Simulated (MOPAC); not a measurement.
Input for MOPAC: PM6 on O2Ru (SMILES [O]=[Ru]=[O]), 2S+1 = 3, a spin state set in the input, which need not be the lowest.

```
PM6 1SCF PRECISE CHARGE=0 UHF MS=1 THREADS=1
O2Ru

Ru     0.23829354 1    -0.07943618 1     0.26111279 1
O      1.06920197 1     0.25082030 1    -1.15905319 1
O     -1.34076424 1    -0.12411252 1     0.82762077 1
```

It printed:

```
*******************************************************************************
 **                                                                           **
 **                              MOPAC v23.2.5                                **
 **                                                                           **
 *******************************************************************************
 ** MOPAC's Digital Object Identifier: https://doi.org/10.5281/zenodo.6511958 **
 **                                                                           **
 ** Please cite the open-source release paper for use of this MOPAC version:  **
 ** J. E. Moussa and J. J. P. Stewart (2026)                                  **
 ** MOPAC: An open-source semiempirical molecular orbital program             **
 ** J. Open Source Softw., 11(119), 8025, https://doi.org/10.21105/joss.08025 **
 *******************************************************************************

                              PM6 CALCULATION RESULTS

 *******************************************************************************
 *  PM6        - The PM6 Hamiltonian to be used
 *  UHF        - UNRESTRICTED HARTREE-FOCK CALCULATION
 *
 *
 *
 *                 CHARGE ON SYSTEM = 0
 *
 *
 *
 *  MS=        - IN MECI, MAGNETIC COMPONENT OF SPIN =  1.0
 *  PRECISE    - TIGHTER CRITERIA TO BE USED
 *  1SCF       - DO 1 SCF AND THEN STOP
 *  THREADS=1  - MULTI-THREADING NOT USED
 *  T=         - A TIME OF 172800.0 SECONDS REQUESTED
 *  DUMP=N     - RESTART FILE WRITTEN EVERY 7200.0 SECONDS REQUESTED
 *******************************************************************************
PM6 1SCF PRECISE CHARGE=0 UHF MS=1 THREADS=1
 O2Ru

   ATOM   CHEMICAL          X               Y               Z
  NUMBER   SYMBOL      (ANGSTROMS)     (ANGSTROMS)     (ANGSTROMS)

     1      Ru          0.23829354  *  -0.07943618  *   0.26111279  *
     2       O          1.06920197  *   0.25082030  *  -1.15905319  *
     3       O         -1.34076424  *  -0.12411252  *   0.82762077  *



          CARTESIAN COORDINATES

    NO.       ATOM           X           Y           Z

     1        Ru          0.2383     -0.0794      0.2611
     2         O          1.0692      0.2508     -1.1591
     3         O         -1.3408     -0.1241      0.8276

 General Reference for PM6:
 "Optimization of Parameters for Semiempirical Methods V: Modification of NDDO Approximations
 and Application to 70 Elements", J. J. P. Stewart, J. Mol. Mod., 13, 1173-1213 (2007)
 URL: https://link.springer.com/article/10.1007/s00894-007-0233-4

           Empirical Formula: O2 Ru  =     3 atoms



      MOLECULAR POINT GROUP   :   C2v


          UHF CALCULATION, NO. OF ALPHA ELECTRONS =   11
                           NO. OF BETA  ELECTRONS =    9

 -------------------------------------------------------------------------------
 PM6 1SCF PRECISE CHARGE=0 UHF MS=1 THREADS=1
 O2Ru



     1SCF WAS SPECIFIED, SO BFGS WAS NOT USED
     SCF FIELD WAS ACHIEVED


                              PM6 CALCULATION
                                                       MOPAC v23.2.5 Linux




          FINAL HEAT OF FORMATION =         44.29000 KCAL/MOL =     185.30936 KJ/MOL


          COSMO AREA              =         92.35 SQUARE ANGSTROMS
          COSMO VOLUME            =         80.62 CUBIC ANGSTROMS

          IONIZATION POTENTIAL    =          5.539207 EV
          ALPHA SOMO LUMO (EV)    =         -5.539  0.942
          BETA  SOMO LUMO (EV)    =         -7.238 -0.735
          NO. OF ALPHA ELECTRONS  =         11
          NO. OF BETA  ELECTRONS  =          9
          MOLECULAR WEIGHT        =        133.0688         POINT GROUP:  C2v

          MOLECULAR DIMENSIONS (Angstroms)

            Atom       Atom       Distance
            O     3    O     2     3.14569
            O     2   Ru     1     0.58524
           Ru     1    O     2     0.00000


          SCF CALCULATIONS        =          1





   ATOM   CHEMICAL          X               Y               Z
  NUMBER   SYMBOL      (ANGSTROMS)     (ANGSTROMS)     (ANGSTROMS)

     1      Ru          0.23829354  *  -0.07943618  *   0.26111279  *
     2       O          1.06920197  *   0.25082030  *  -1.15905319  *
     3       O         -1.34076424  *  -0.12411252  *   0.82762077  *

                             CARTESIAN COORDINATES

   1   Ru        0.238293540    -0.079436180     0.261112790
   2    O        1.069201970     0.250820300    -1.159053190
   3    O       -1.340764240    -0.124112520     0.827620770


           Empirical Formula: O2 Ru  =     3 atoms



      MOLECULAR POINT GROUP   :   C2v


          ALPHA EIGENVALUES
 -26.26361 -22.93892 -12.27971 -12.01372 -11.84756 -10.68851 -10.51259 -10.34872
  -8.80530  -5.55418  -5.53921   0.94153   1.20770   1.67573   1.81274   2.60332
   4.05957


           BETA EIGENVALUES
 -25.48232 -22.08347 -11.57177 -11.37753 -11.36543  -9.98018  -9.94899  -9.57813
  -7.23756  -0.73536  -0.50652   1.48285   1.60106   2.02865   2.04004   2.96765
   4.41866


              NET ATOMIC CHARGES AND DIPOLE CONTRIBUTIONS

  ATOM NO.   TYPE          CHARGE      No. of ELECS.   s-Pop       p-Pop       d-Pop
    1         Ru           1.906087        6.0939     1.69955     0.17682     4.21755
    2          O          -0.953043        6.9530     1.84728     5.10576
    3          O          -0.953044        6.9530     1.84728     5.10576
 DIPOLE           X         Y         Z       TOTAL
 POINT-CHG.     3.425    -1.307     3.908     5.358
 HYBRID        -0.047     0.018    -0.054     0.074
 SUM            3.378    -1.289     3.854     5.284


          ATOMIC ORBITAL ELECTRON POPULATIONS

     Atom    s        px        py        pz      x^2-y^2     xz        z^2       yz        xy
    1 Ru   1.69955   0.08584   0.02099   0.06999   0.96232   0.80532   0.72416   0.92651   0.79925
    2  O   1.84728   1.68568   1.65413   1.76595
    3  O   1.84728   1.76482   1.64943   1.69151


                    (SZ)    =    1.000000
                    (S**2)  =    2.003983


          ATOMIC ORBITAL SPIN POPULATIONS

    Atom   Total    s     px     py     pz   x^2-y^2  xz     z^2    yz     xy
         Atomic
    1 Ru  1.6508  0.069  0.004  0.011  0.008  0.300  0.269  0.190  0.466  0.334
    2  O  0.1746  0.009  0.076  0.076  0.013
    3  O  0.1746  0.009  0.002  0.081  0.082

 **********************
 *                    *
 * JOB ENDED NORMALLY *
 *                    *
 **********************




 == MOPAC DONE ==
```

The run finished.

Cost: about 0.03 core-seconds (a rough figure).
